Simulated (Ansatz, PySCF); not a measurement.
This singlet lies 0.92 eV below the relaxed triplet at the level B3LYP/cc-pVTZ // PBE0-D3(BJ)/def2-TZVP (Ansatz, an electronic-structure program).

**C2H6GeSi, SMILES `C=[CH][Ge][SiH3]` (lower singlet; C–C–Ge–Si torsion 177°) (charge 0, multiplicity 1)**

Level of theory: PySCF with PBE0-D3(BJ)/def2-TZVP.

The HOMO is -6.23 eV. The dipole moment comes out as 1.63 D and the HOMO–LUMO gap is 3.26 eV. The LUMO is -2.97 eV, the total energy comes out as -2445.8079 Ha and the cost is roughly 70 core-seconds.

```xyz
10

C      2.2703    -0.6704    -0.3408
C      1.0528    -0.2507     0.0189
Ge    -0.2581     0.0521    -1.4192
Si    -2.0798     0.6083     0.1397
H      2.5259    -0.8296    -1.3865
H      3.0597    -0.8737     0.3807
H      0.8524    -0.1056     1.0795
H     -3.3003     1.1724    -0.5017
H     -1.6409     1.5579     1.2064
H     -2.4820    -0.6608     0.8228
```
Charge 0, spin multiplicity 1.
